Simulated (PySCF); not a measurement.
BF2H3OSi, SMILES FB(F)O[SiH3].

The structure is a stationary point at r2SCAN-D4/def2-SVP. Other conformers were not sampled.

Calculation: ωB97X/def2-TZVP (PySCF).

Symmetry labels are those of the subgroup Cs that the program uses (full group Cs).

Computed valence orbital energies around the gap with their symmetry:
| orbital | symmetry | energy (eV) |
|---|---|---|
| HOMO−7 | A" | -16.88 |
| HOMO−6 | A" | -15.07 |
| HOMO−5 | A' | -15.05 |
| HOMO−4 | A' | -14.86 |
| HOMO−3 | A" | -14.18 |
| HOMO−2 | A' | -13.74 |
| HOMO−1 | A' | -12.26 |
| HOMO | A" | -12.15 |
| LUMO | A' | 1.77 |
| LUMO+1 | A" | 3.06 |
| LUMO+2 | A' | 3.25 |
| LUMO+3 | A' | 3.49 |
